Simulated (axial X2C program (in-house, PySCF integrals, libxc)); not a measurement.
# CuH: cheaper levels and CCSD(T), 2c

Computed with an in-house relativistic program for diatomic molecules. Two-component (2c) means X2C with spin–orbit coupling and atomic mean-field two-electron Coulomb and Gaunt terms. Basis: Cu dyall-cv3z [9s9p6d3f2g], H dyall-v3z [6s2p1d] (cores contracted in-house); Gaussian nuclei, density fitting, unrestricted open shells. Masses: Cu 62.930 u, H 1.008 u.

State: Ω = 0 (closed shell); fragments Cu + H.

```json
{"level": "PBE0", "Re (Å)": "1.460", "ωe (cm⁻¹)": "1961.0", "De (eV)": "2.70"}
{"level": "HF", "Re (Å)": "1.541", "ωe (cm⁻¹)": "1701.9", "De (eV)": "n/a"}
{"level": "MP2", "Re (Å)": "1.420", "ωe (cm⁻¹)": "2127.9", "De (eV)": "2.80"}
{"level": "CCSD", "Re (Å)": "1.459", "ωe (cm⁻¹)": "1933.3", "De (eV)": "2.80"}
{"level": "r2SCAN", "Re (Å)": "1.439", "ωe (cm⁻¹)": "2054.5", "De (eV)": "2.98"}
```

Correlated methods: 12 electrons correlated (number of frozen shells: Cu 3 s, 2 p; H none), 180 virtual spin orbitals or spinors in MP2, 90 natural virtuals in coupled cluster.

CCSD(T), same Hamiltonian and basis:

Re = 1.448 Å, ωe = 1984.9 cm⁻¹, De = 2.89 eV; T1 = 0.032 (Lee–Taylor normalisation).

**Question.** Give the differences from CCSD(T) in the columns below.

**Answer.** 

```json
{"level": "PBE0", "ΔRe (Å)": "0.012", "Δωe (cm⁻¹)": "-24", "ΔDe (eV)": "-0.19"}
{"level": "HF", "ΔRe (Å)": "0.093", "Δωe (cm⁻¹)": "-283", "ΔDe (eV)": "n/a"}
{"level": "MP2", "ΔRe (Å)": "-0.028", "Δωe (cm⁻¹)": "143", "ΔDe (eV)": "-0.09"}
{"level": "CCSD", "ΔRe (Å)": "0.011", "Δωe (cm⁻¹)": "-52", "ΔDe (eV)": "-0.09"}
{"level": "r2SCAN", "ΔRe (Å)": "-0.009", "Δωe (cm⁻¹)": "70", "ΔDe (eV)": "0.09"}
```

Occupations by symmetry block were frozen at the best pattern of an incomplete PBE0 search. Closed shells are restricted here (equal orbitals for both partners); the stretched side of such a curve lies too high. Dissociation energies refer to the lowest single-determinant-based atoms at the same level and basis. De is not given where an atomic determinant may have missed its ground term or J level, or where the truncated virtual space spoils (T). CCSD and (T) use frozen natural virtuals with an MP2 correction for the truncation; (T) itself is uncorrected, so its De runs slightly low. The T1 diagnostic is large, a sign of multireference character.
